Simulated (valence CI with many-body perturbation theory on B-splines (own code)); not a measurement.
## Forbidden lines of Er19+

Calculated by relativistic CI+MBPT: three valence electrons over a frozen Dirac-Fock core [Kr] 4d10, radial functions for each j: 8 s, 8 p, 9 d, 9 f, 6 g, 3 h, 2 i, with the one-electron correlation potential Σ1, the two-electron term Σ2, the three-electron term Σ3, Breit, model QED; selected CI, second order for the rest, scaled by the run's own slope (own B-spline code, finite nucleus).

No measured levels were compared; by estimate terms of the open shell hold to a few per cent of their energy, and close levels can change places. Core correlation moves these levels by up to 42000 cm⁻¹, and in measured spectra 5 to 20 % of such shifts remained as error; rates that hang on mixing are uncertain with them.

Lines 51 to 100 of 120 in falling wavelength, among levels below 425430 cm⁻¹, chosen from the decays that carry over 1 % of a level's rate. Wavelengths and rates use the calculated energies, so an error of 2000 cm⁻¹ moves a line at 5420 Å by 11 % and its rate by three times that or more. Weak lines are less certain than strong ones. Lines between different terms over intervals too small for the method are left out, as are lines whose strength nearly cancels. Where a level lies close to another of its J and parity, the split of strength between their lines is uncertain.

Names give the largest LS component (configuration and term), which can be under half, so a name can repeat, a term be missing and a line seem to break the LS rules; names also repeat where a configuration has a term twice. Letters in brackets count levels of one name in rising energy.

| λ vac (Å) | Upper | Lower | Type | A (s⁻¹) | Branch % |
| --- | --- | --- | --- | --- | --- |
| 5420 | 4f3 2G°_7/2 [a] | 4f3 4F°_5/2 | M1 | 1.59e+01 | 30.4 |
| 5189 | 4f3 2G°_9/2 [a] | 4f3 4F°_9/2 | M1 | 6.32e+01 | 52.6 |
| 5158 | 4f3 2L°_15/2 | 4f3 2K°_15/2 | M1 | 3.51e+01 | 35.9 |
| 5067 | 4f3 2D°_3/2 [b] | 4f3 2D°_3/2 [a] | M1 | 8.09e+01 | 46.8 |
| 4929 | 4f3 2D°_3/2 [a] | 4f3 4F°_5/2 | M1 | 3.52e+01 | 29.6 |
| 4920 | 4f3 4D°_1/2 | 4f3 2D°_3/2 [a] | M1 | 7.33e+00 | 27.8 |
| 4805 | 4f3 2H°_9/2 [a] | 4f3 4I°_11/2 | M1 | 1.93e+01 | 23.6 |
| 4805 | 4f3 2D°_5/2 [a] | 4f3 4G°_5/2 | M1 | 1.17e+00 | 1.6 |
| 4716 | 4f3 2I°_13/2 | 4f3 2K°_15/2 | M1 | 2.49e+00 | 4.9 |
| 4572 | 4f3 2P°_1/2 | 4f3 4S°_3/2 | M1 | 2.97e+01 | 56.6 |
| 4526 | 4f3 2I°_11/2 | 4f3 2K°_13/2 | M1 | 3.57e+00 | 6.7 |
| 4267 | 4f3 4D°_5/2 | 4f3 4G°_7/2 | M1 | 8.02e-01 | 1.3 |
| 4232 | 4f3 2L°_17/2 | 4f3 2K°_15/2 | M1 | 3.37e+01 | 87.5 |
| 4208 | 4f3 4G°_9/2 | 4f3 2H°_9/2 [a] | M1 | 1.93e+01 | 33.6 |
| 3950 | 4f3 4D°_7/2 | 4f3 4G°_9/2 | M1 | 1.94e+00 | 6.0 |
| 3934 | 4f3 2I°_11/2 | 4f3 2H°_11/2 [a] | M1 | 2.00e+01 | 37.6 |
| 3883 | 4f3 2G°_9/2 [a] | 4f3 4F°_7/2 | M1 | 9.95e+00 | 8.3 |
| 3868 | 4f3 2D°_5/2 [a] | 4f3 4F°_7/2 | M1 | 3.70e+01 | 51.5 |
| 3838 | 4f3 2D°_5/2 [a] | 4f3 4S°_3/2 | M1 | 6.30e+00 | 8.8 |
| 3797 | 4f3 2D°_3/2 [a] | 4f3 4F°_3/2 | M1 | 2.49e+01 | 21.0 |
| 3788 | 4f3 4D°_5/2 | 4f3 4G°_5/2 | M1 | 1.29e+01 | 21.3 |
| 3738 | 4f3 2H°_11/2 [a] | 4f3 4I°_13/2 | M1 | 3.06e+01 | 38.0 |
| 3710 | 4f3 4D°_3/2 | 4f3 4G°_5/2 | M1 | 2.15e+00 | 11.4 |
| 3679 | 4f3 2L°_15/2 | 4f3 2K°_13/2 | M1 | 5.15e+01 | 52.7 |
| 3618 | 4f3 4D°_7/2 | 4f3 2G°_7/2 [a] | M1 | 2.40e+00 | 7.4 |
| 3449 | 4f3 2I°_13/2 | 4f3 2K°_13/2 | M1 | 1.85e+01 | 36.7 |
| 3422 | 4f3 2D°_5/2 [a] | 4f3 4F°_5/2 | M1 | 9.76e+00 | 13.6 |
| 3388 | 4f3 2K°_15/2 | 4f3 4I°_15/2 | M1 | 5.46e+01 | 49.9 |
| 3325 | 4f3 2K°_13/2 | 4f3 4I°_13/2 | M1 | 2.39e+01 | 26.2 |
| 3312 | 4f3 2H°_9/2 [a] | 4f3 4I°_9/2 | M1 | 6.25e+01 | 76.4 |
| 3217 | 4f3 2P°_1/2 | 4f3 4F°_3/2 | M1 | 2.18e+01 | 41.6 |
| 3181 | 4f3 4D°_5/2 | 4f3 4F°_7/2 | M1 | 1.25e+01 | 20.7 |
| 3160 | 4f3 4D°_5/2 | 4f3 4S°_3/2 | M1 | 5.47e+00 | 9.1 |
| 3114 | 4f3 2G°_9/2 [a] | 4f3 2H°_9/2 [a] | M1 | 3.47e+00 | 2.9 |
| 3106 | 4f3 4D°_3/2 | 4f3 4S°_3/2 | M1 | 1.19e+01 | 63.2 |
| 3094 | 4f3 2I°_13/2 | 4f3 2H°_11/2 [a] | M1 | 4.90e+00 | 9.7 |
| 2971 | 4f3 4F°_9/2 | 4f3 4I°_11/2 | M1 | 1.36e+01 | 23.4 |
| 2880 | 4f3 4D°_7/2 | 4f3 4G°_7/2 | M1 | 4.57e-01 | 1.4 |
| 2873 | 4f3 4D°_5/2 | 4f3 4F°_5/2 | M1 | 1.54e+00 | 2.6 |
| 2835 | 4f3 2D°_5/2 [a] | 4f3 4F°_3/2 | M1 | 7.57e+00 | 10.5 |
| 2828 | 4f3 4D°_3/2 | 4f3 4F°_5/2 | M1 | 3.41e-01 | 1.8 |
| 2807 | 4f3 2H°_11/2 [a] | 4f3 4I°_11/2 | M1 | 2.18e+01 | 27.1 |
| 2759 | 4f3 4D°_7/2 | 4f3 4F°_9/2 | M1 | 1.12e+00 | 3.5 |
| 2736 | 4f3 4F°_7/2 | 4f3 4I°_9/2 | M1 | 2.71e+00 | 46.2 |
| 2713 | 4f3 2D°_3/2 [b] | 4f3 4S°_3/2 | M1 | 1.07e+01 | 6.2 |
| 2670 | 4f3 4D°_1/2 | 4f3 4S°_3/2 | M1 | 6.30e+00 | 23.9 |
| 2641 | 4f3 2K°_15/2 | 4f3 4I°_13/2 | M1 | 4.99e+01 | 45.6 |
| 2567 | 4f3 2K°_13/2 | 4f3 4I°_11/2 | M1 | 6.72e+01 | 73.8 |
| 2499 | 4f3 2D°_3/2 [b] | 4f3 4F°_5/2 | M1 | 4.22e+01 | 24.4 |
| 2485 | 4f3 2I°_11/2 | 4f3 2H°_9/2 [a] | M1 | 9.07e+00 | 17.1 |
